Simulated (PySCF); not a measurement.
Mo(NH)2(CH2SiH3)2, C2H12MoN2Si2 (singlet state).
Bonds: Mo1–N2, Mo1–N4, Mo1–C6, Mo1–C13, C6–Si7, C13–Si14. Hydrogens: H3 on N2; H5 on N4; H8, H9 on C6; H10, H11, H12 on Si7; H15, H16 on C13; H17, H18, H19 on Si14.

Method: PBE0-D3(BJ)/def2-SVP geometry optimisation, gas phase, def2 core potentials past Kr in PySCF; density fitting, grid level 1; the optimiser is geomeTRIC in internal coordinates, started from a GFN2-xTB structure with every atom displaced at random (about 0.03 Å).

Step 0: E = -22838.4104 eV
```
atom  x, y, z in Å  |  force x, y, z in eV/Å
Mo1     0.3467   -0.0782    0.1739   -0.527   1.681  -1.883
N2      0.0532   -0.0170    1.8848    0.170  -0.270  -1.648
H3      0.1516   -0.0136    2.8729    0.358   0.084   1.213
N4      1.9574    0.0042   -0.6014   -8.282  -0.296   2.376
H5      2.8500   -0.0218   -0.8085    6.303  -0.073  -1.111
C6     -0.7491    1.7184   -0.5819    0.948  -0.633   0.683
Si7     0.0520    3.3180    0.0537   -1.919  -0.487   0.645
H8     -0.6718    1.7424   -1.6954   -0.199  -0.239   0.442
H9     -1.8030    1.7004   -0.1995    0.564  -0.201  -0.347
H10    -0.0979    3.4140    1.5465    0.184  -0.063  -0.113
H11     1.3953    3.4447   -0.3593    1.719   0.094  -0.406
H12    -0.6930    4.4763   -0.4889   -0.169   0.333  -0.188
C13    -0.8263   -1.6733   -0.6071    3.122  -0.694   1.745
Si14   -0.0409   -3.3102    0.0966    0.446   0.539  -1.170
H15    -1.8183   -1.7115   -0.2729   -2.038   0.300   0.614
H16    -0.7115   -1.6965   -1.6606    0.039  -0.005  -1.585
H17     1.4247   -3.4141   -0.3334   -0.533   0.074   0.305
H18    -0.1678   -3.3910    1.5539    0.000   0.040   0.511
H19    -0.7140   -4.4976   -0.4889   -0.187  -0.181  -0.083
```

Task: Estimate the geometry and energy of step 1. (The exact step hangs on the optimiser's Hessian estimate; all steps are aligned on step 0, rigid shifts and turns removed.)

Result: E = -22839.3384 eV, largest force 1.783 eV/Å
```
atom  x, y, z in Å  |  force x, y, z in eV/Å
Mo1     0.2219   -0.0086    0.1016   -1.763  -0.189   0.190
N2      0.0256    0.0152    1.8102    0.042  -0.074   0.837
H3      0.2383    0.0159    2.8070    0.182   0.013  -0.114
N4      1.7842    0.0227   -0.5676    1.592  -0.186  -0.687
H5      2.7939   -0.0109   -0.6800    0.067   0.060   0.199
C6     -0.7369    1.6521   -0.5652    0.165   1.077  -0.070
Si7     0.0590    3.2418    0.0698   -0.309   0.212  -0.104
H8     -0.6775    1.6446   -1.6652   -0.102  -0.004  -0.098
H9     -1.7744    1.6080   -0.2019   -0.128  -0.025  -0.034
H10    -0.0518    3.3184    1.5588    0.085  -0.039  -0.026
H11     1.4898    3.3429   -0.3532   -0.040  -0.033   0.045
H12    -0.6728    4.4368   -0.4773    0.080  -0.022  -0.006
C13    -0.8148   -1.6510   -0.6098    0.602  -1.082   0.257
Si14   -0.0045   -3.2362    0.0755   -0.302   0.074  -0.291
H15    -1.8597   -1.6706   -0.2617   -0.067   0.201  -0.112
H16    -0.7130   -1.6813   -1.7068   -0.193   0.026  -0.061
H17     1.4320   -3.3090   -0.3182    0.070   0.017   0.043
H18    -0.1257   -3.2865    1.5630    0.024  -0.008  -0.008
H19    -0.6764   -4.4508   -0.4944   -0.003  -0.019   0.040
```

The energy changes by -0.9280 eV. The first-order estimate −F·Δx gives -1.9866 eV and the mean of the old and new forces, exact on a quadratic surface, -0.8858 eV. The step makes an angle of 70° with the force vector and moves no atom by more than 0.177 Å.

What follows is the cost of the whole optimisation. Hardware: Arm Neoverse V1, one thread, shared host with 32 logical CPUs at a one-minute load of 26. Cost: 3.9 min wall, 0.81 GiB resident at most.
